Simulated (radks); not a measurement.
Results of a calculation; reference values are marked as such.
Charge is removed step by step from the 5p level of Yb, starting from [Xe] 4f14 6s2. Code: a radial shooting solver on a logarithmic mesh with Libxc functionals. Model: scalar-relativistic Kohn-Sham, SCAN, spin-unpolarised, spherical densities, finite nucleus; meta-GGA in the generalised Kohn-Sham scheme; Fermi nuclear charge, rms radius 5.3108 fm.

removed (e)  E - E(0) (eV)  eigenvalue (eV)
0                    0.000          -27.686
0.1                  2.818          -28.755
0.2                  5.744          -29.857
0.3                  8.790          -30.986
0.4                 11.943          -32.139
0.6                 18.595          -34.503
0.7                 22.101          -35.714
0.9                 29.479          -38.184

The mean slope of the eigenvalue, de/dn, is 11.7 eV per electron.
